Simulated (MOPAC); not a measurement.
Job for MOPAC: PM3 on C2H5B (SMILES BC=C), a point of a bond scan (R = 1.612 Å).

```
PM3 1SCF PRECISE CHARGE=0 THREADS=1
C2H5B

B     -0.19234175 1     0.13481091 1     1.34229151 1
H     -0.61364054 1     1.68785026 1     1.43571700 1
H     -0.13703202 1    -0.51541306 1     2.34021942 1
C      0.12716890 1    -0.46653708 1    -0.03328683 1
C      0.06087359 1     0.27672265 1    -1.14769155 1
H      0.41541955 1    -1.50959045 1    -0.14140796 1
H      0.28056560 1    -0.11861991 1    -2.13457537 1
H     -0.22108437 1     1.32324500 1    -1.10131893 1
```

Program output:

```
*******************************************************************************
 **                                                                           **
 **                              MOPAC v23.2.5                                **
 **                                                                           **
 *******************************************************************************
 ** MOPAC's Digital Object Identifier: https://doi.org/10.5281/zenodo.6511958 **
 **                                                                           **
 ** Please cite the open-source release paper for use of this MOPAC version:  **
 ** J. E. Moussa and J. J. P. Stewart (2026)                                  **
 ** MOPAC: An open-source semiempirical molecular orbital program             **
 ** J. Open Source Softw., 11(119), 8025, https://doi.org/10.21105/joss.08025 **
 *******************************************************************************

                              PM3 CALCULATION RESULTS

 *******************************************************************************
 *  PM3        - The PM3 Hamiltonian to be used
 *
 *
 *
 *                 CHARGE ON SYSTEM = 0
 *
 *
 *
 *  PRECISE    - TIGHTER CRITERIA TO BE USED
 *  1SCF       - DO 1 SCF AND THEN STOP
 *  THREADS=1  - MULTI-THREADING NOT USED
 *  T=         - A TIME OF 172800.0 SECONDS REQUESTED
 *  DUMP=N     - RESTART FILE WRITTEN EVERY 7200.0 SECONDS REQUESTED
 *******************************************************************************
PM3 1SCF PRECISE CHARGE=0 THREADS=1
 C2H5B

   ATOM   CHEMICAL          X               Y               Z
  NUMBER   SYMBOL      (ANGSTROMS)     (ANGSTROMS)     (ANGSTROMS)

     1       B         -0.19234175  *   0.13481091  *   1.34229151  *
     2       H         -0.61364054  *   1.68785026  *   1.43571700  *
     3       H         -0.13703202  *  -0.51541306  *   2.34021942  *
     4       C          0.12716890  *  -0.46653708  *  -0.03328683  *
     5       C          0.06087359  *   0.27672265  *  -1.14769155  *
     6       H          0.41541955  *  -1.50959045  *  -0.14140796  *
     7       H          0.28056560  *  -0.11861991  *  -2.13457537  *
     8       H         -0.22108437  *   1.32324500  *  -1.10131893  *



          CARTESIAN COORDINATES

    NO.       ATOM           X           Y           Z

     1         B         -0.1923      0.1348      1.3423
     2         H         -0.6136      1.6879      1.4357
     3         H         -0.1370     -0.5154      2.3402
     4         C          0.1272     -0.4665     -0.0333
     5         C          0.0609      0.2767     -1.1477
     6         H          0.4154     -1.5096     -0.1414
     7         H          0.2806     -0.1186     -2.1346
     8         H         -0.2211      1.3232     -1.1013

  H: (PM3): J. J. P. STEWART, J. COMP. CHEM. 10, 209 (1989).
  B: (PM3): J. J. P. STEWART, J. MOL. MOD., 10, 155-164 (2004)
  C: (PM3): J. J. P. STEWART, J. COMP. CHEM. 10, 209 (1989).

           Empirical Formula: C2 H5 B  =     8 atoms



      MOLECULAR POINT GROUP   :   Cs


      RHF CALCULATION, NO. OF DOUBLY OCCUPIED LEVELS = 8


 -------------------------------------------------------------------------------
 PM3 1SCF PRECISE CHARGE=0 THREADS=1
 C2H5B



     1SCF WAS SPECIFIED, SO BFGS WAS NOT USED
     SCF FIELD WAS ACHIEVED


                              PM3 CALCULATION
                                                       MOPAC v23.2.5 Linux




          FINAL HEAT OF FORMATION =         74.85720 KCAL/MOL =     313.20252 KJ/MOL


          COSMO AREA              =         95.49 SQUARE ANGSTROMS
          COSMO VOLUME            =         78.19 CUBIC ANGSTROMS

          IONIZATION POTENTIAL    =         11.187429 EV
          HOMO LUMO ENERGIES (EV) =        -11.187 -0.385
          NO. OF FILLED LEVELS    =          8
          MOLECULAR WEIGHT        =         39.8715         POINT GROUP:  Cs

          MOLECULAR DIMENSIONS (Angstroms)

            Atom       Atom       Distance
            H     7    H     3     4.51172
            H     6    H     2     3.44533
            C     5    H     8     0.00000


          SCF CALCULATIONS        =          1





   ATOM   CHEMICAL          X               Y               Z
  NUMBER   SYMBOL      (ANGSTROMS)     (ANGSTROMS)     (ANGSTROMS)

     1       B         -0.19234175  *   0.13481091  *   1.34229151  *
     2       H         -0.61364054  *   1.68785026  *   1.43571700  *
     3       H         -0.13703202  *  -0.51541306  *   2.34021942  *
     4       C          0.12716890  *  -0.46653708  *  -0.03328683  *
     5       C          0.06087359  *   0.27672265  *  -1.14769155  *
     6       H          0.41541955  *  -1.50959045  *  -0.14140796  *
     7       H          0.28056560  *  -0.11861991  *  -2.13457537  *
     8       H         -0.22108437  *   1.32324500  *  -1.10131893  *

                             CARTESIAN COORDINATES

   1    B       -0.192341750     0.134810910     1.342291510
   2    H       -0.613640540     1.687850260     1.435717000
   3    H       -0.137032020    -0.515413060     2.340219420
   4    C        0.127168900    -0.466537080    -0.033286830
   5    C        0.060873590     0.276722650    -1.147691550
   6    H        0.415419550    -1.509590450    -0.141407960
   7    H        0.280565600    -0.118619910    -2.134575370
   8    H       -0.221084370     1.323245000    -1.101318930


           Empirical Formula: C2 H5 B  =     8 atoms



      MOLECULAR POINT GROUP   :   Cs


                  EIGENVALUES
 -33.71807 -22.71351 -18.77639 -16.47590 -14.33957 -12.11774 -11.36906 -11.18743
  -0.38459   2.17441   2.49334   3.28456   3.78259   4.10779   4.57105   5.24780
   5.50468


              NET ATOMIC CHARGES AND DIPOLE CONTRIBUTIONS

  ATOM NO.   TYPE          CHARGE      No. of ELECS.   s-Pop       p-Pop
    1          B          -0.062674        3.0627     1.15225     1.91043
    2          H           0.012291        0.9877     0.98771
    3          H           0.027578        0.9724     0.97242
    4          C          -0.235487        4.2355     1.18264     3.05284
    5          C           0.019869        3.9801     1.19220     2.78793
    6          H           0.100201        0.8998     0.89980
    7          H           0.064193        0.9358     0.93581
    8          H           0.074030        0.9260     0.92597
 DIPOLE           X         Y         Z       TOTAL
 POINT-CHG.     0.073     0.252    -1.199     1.227
 HYBRID         0.127    -0.288    -0.440     0.541
 SUM            0.201    -0.035    -1.639     1.652


          ATOMIC ORBITAL ELECTRON POPULATIONS

     Atom    s        px        py        pz
    1  B   1.15225   0.19927   0.84628   0.86488
    2  H   0.98771
    3  H   0.97242
    4  C   1.18264   1.02548   1.01037   1.01699
    5  C   1.19220   0.84431   0.98053   0.96309
    6  H   0.89980
    7  H   0.93581
    8  H   0.92597

 **********************
 *                    *
 * JOB ENDED NORMALLY *
 *                    *
 **********************




 == MOPAC DONE ==
```

The run finished.

Cost: roughly 0.020 core-seconds.
